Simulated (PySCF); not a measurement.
Compound: C3H6Ge.
Numbering: `[CH2:1]=[C:2]=[CH:3][GeH3:4]` (hydrogens: H5, H6 on C1; H7 on C3; H8, H9, H10 on Ge4)

Computed, not measured: PySCF, PBE0-D3(BJ)/def2-SVP geometry optimisation, gas phase.

What internal coordinates does the optimisation give?

| bond | length (Å) |
| --- | --- |
| C1=C2 | 1.309 |
| C2=C3 | 1.308 |
| C3–Ge4 | 1.944 |
| C1–H5, C1–H6 | 1.095 |
| C3–H7 | 1.098 |
| Ge4–H8, Ge4–H9, Ge4–H10 | 1.540 |

Bonds in one row agree within 0.01 Å and their mean is given. A selection of angles:
| angle | degrees |
| --- | --- |
| C2–C1–H5 | 121.0 |
| H5–C1–H6 | 117.9 |
| C1–C2–C3 | 178.3 |
| C2–C3–Ge4 | 121.6 |
| C2–C3–H7 | 119.3 |
| Ge4–C3–H7 | 119.1 |
| C3–Ge4–H8 | 108.7 |
| H8–Ge4–H9 | 110.1 |
| H9–Ge4–H10 | 108.3 |

Ge4 (germanium bonded to C and 3 H) is tetrahedral (angles from 108.3° to 110.1°). The 4 heavy atoms lie in one plane (0.000 Å rms).

Point group: Cs (tolerance 0.08 Å). No PBE0-D3(BJ)/def2-SVP frequencies stand behind this structure, so it isn't proved a minimum.
